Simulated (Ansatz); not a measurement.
The Se1–H2 bond of hydrogen selenide (SMILES [SeH2]) is stretched (multiplicity 1, the rest rigid).
Geometry at rest (charge 0, multiplicity 1):
```
atom    x (Å)    y (Å)    z (Å)
----  -------  -------  -------
Se     0.0001   0.0571   0.0025
H     -1.0525  -0.9689  -0.0382
H      1.0502  -0.9711  -0.0464
```

Correlated levels freeze the cores. Filled d and f shells under p-block atoms count as core.

Codes used: Ansatz (Gaussian orbitals). Each number belongs to the level named beside it.

Energies above the point at 1.470 Å (the B3LYP-D3(BJ) bond length), FCI/6-31G (kcal/mol): 8.85 at 1.323 Å; 2.15 at 1.617 Å; 66.71 at 4.705 Å.

Question: Take the last value as the depth D of a Morse curve D(1 − e^(−a(R − R₀)))², fit a and R₀ to the two near points, and test it at 1.985 and 2.573 Å.

Answer: 
With D = 66.7, both near points (counted from the curve's value at 1.470 Å) are met by a = 1.77 Å⁻¹ and R₀ = 1.500 Å, so k = 2Da² = 419 kcal/(mol Å²). The curve then gives 22.0 and 48.1 kcal/mol; the level itself gives 22.8 and 52.0, so Morse is off by -0.9 and -4.0.

Ansatz is a first-principles code.
